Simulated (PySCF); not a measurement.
**Computed properties of OPb, SMILES [O]=[Pb]**

OPb, SMILES [O]=[Pb] (connectivity only; charge and spin as stated), neutral, multiplicity 1. Geometry: PBE0-D3(BJ)/def2-TZVP. The def2 effective core potentials stand for the cores of Pb; spin–orbit coupling is left out. One conformer was computed; it need not be the lowest. All values are computed for the isolated molecule unless a solvent is named; none is compared with measurement here.

**Structure.** The optimised structure has C∞v symmetry. All 1 harmonic modes at PBE0-D3(BJ)/def2-TZVP (PySCF) are real, so it is a minimum.

**Vibrations.** The strongest infrared lines (harmonic, unscaled, degenerate partners summed) lie at 788 cm⁻¹ (94 km/mol, O 93 %). The softest mode is at 788 cm⁻¹ and the zero-point energy is 1.1 kcal/mol.

**Electronic structure.** M06-2X/def2-TZVPD (PySCF) places the frontier levels at -8.55 and -1.47 eV, a gap of 7.08 eV, and gives a dipole moment of 5.36 D and a mean polarisability of 41.8 bohr³.

**Excitations.** TDDFT-PBE0/def2-TZVPD (PySCF) has S1 at 3.36 eV (369 nm, f = 0.000, dark); the most intense of the 10 singlets computed lies at 6.80 eV (f = 0.08). Strengths of degenerate partners are summed. T1 (TDA) is at 2.60 eV. No vertical singlet excitation falls in the visible range (under 3.1 eV).
